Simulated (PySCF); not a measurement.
Species: C₇H₁₀N (doublet state).
Z-matrix (Å and degrees, GFN2-xTB geometry), rows numbered from 1:
```
C 
N   1  1.4521
C   2  1.4256  1  113.32
C   3  1.4859  2  122.09  1   -63.97
C   4  1.3308  3  111.27  2   146.96
C   5  1.5068  4  112.42  3    -0.06
C   3  1.4953  2  124.61  1    77.55
C   7  1.4640  3   63.02  2   100.77
H   1  1.0894  2  107.99  3   -59.47
H   1  1.0888  2  108.69  3  -177.53
H   1  1.0993  2  113.93  3    60.90
H   2  1.0164  1  110.44  3  -124.46
H   4  1.0777  3  122.40  2   -30.44
H   5  1.0771  4  126.40  3  -179.36
H   6  1.0949  5  110.05  4  -118.36
H   6  1.0927  5  112.30  4   121.97
H   8  1.0852  3  121.01  7  -109.45
H   8  1.0797  3  112.00  7   110.70
```

The hyperfine couplings belong to this conformer and change with its torsions.

Identity: `CN[C@@]12C=CC[C]1C2` [radical].

Theory: PySCF 2.14.0, UKS B3LYP, pcH-1 on C H N, non-relativistic, mean-field spin-orbit, GIAO. Geometry: GFN2-xTB, one conformer, isolated molecule. Couplings are sensitive to structure, and on GFN2-xTB geometries they can be far from those on DFT ones. No stability test was run, so a lower SCF solution isn't excluded.

Task: Break the g tensor into its mass correction, gauge correction and orbital-Zeeman/spin–orbit terms.

Result: 
```csv
Δg (ppm),1,2,3
relativistic mass correction,-156,-156,-156
gauge correction,27,9,7
orbital Zeeman/spin–orbit,-34,558,1339
total,-164,410,1189
```

So g = 2.00216, 2.00273, 2.00351 and g_iso = 2.00280; the tensor is rhombic: the two nearest values differ by 42 % of g3 − g1. 

Task: At 9.771 GHz, how far is the centre of the isotropic spectrum from where a free electron (g = 2.002319) resonates?

Result: B = hν/(g μB) with μB/h = 13.99624 MHz/mT gives 348.65 mT for the free electron and 348.57 mT at g_iso, 0.08 mT lower.

Task: Average each term over the three axes. Which is largest in size?

Result: The orbital-Zeeman/spin–orbit term 621, the mass correction -156 and the gauge correction 14 ppm, for a total of 478 ppm. The orbital-Zeeman/spin–orbit term is the largest in size. The mass correction is the same along every axis, so the anisotropy comes from the other two: their spans along these axes are 20 (gauge) and 1373 ppm (orbital Zeeman/spin–orbit).

Task: What effective moment and Curie constant follow for a powder?

Result: With the mean of g² = 4.0112 and S(S+1) = 0.75: μ_eff = √(⟨g²⟩S(S+1)) = 1.734 μB and χT = 0.12505·⟨g²⟩·S(S+1) = 0.376 cm³ K/mol (cgs; spin-Hamiltonian part alone).

Task: In a frozen sample, at which fields do the three g values resonate at 9.5, 34, 94 and 263 GHz (hyperfine left aside), and which band first spreads them over more than twice a line width of 1.0 mT?

Result: 
| band | GHz | B(g3) mT | B(g2) mT | B(g1) mT | spread mT |
| --- | --- | --- | --- | --- | --- |
| X | 9.5 | 338.78 | 338.91 | 339.01 | 0.23 |
| Q | 34.0 | 1212.48 | 1212.96 | 1213.30 | 0.82 |
| W | 94.0 | 3352.16 | 3353.47 | 3354.43 | 2.27 |
| J | 263.0 | 9378.92 | 9382.57 | 9385.26 | 6.34 |

The spread grows in proportion to the frequency. W band is the first where it exceeds 2.0 mT.

The largest Mulliken spin population is on C7 (+0.86). The angles at C7 add up to 292.3°, so it is pyramidal.

The HOMO–LUMO gaps are 5.67 eV among the α and 4.07 eV among the β orbitals.

On Arm Neoverse V2, one thread, shared host with 96 logical CPUs at a one-minute load of 55, this took 75 s of wall time (grids of density and orbitals included) and 0.96 GiB of memory at its peak.
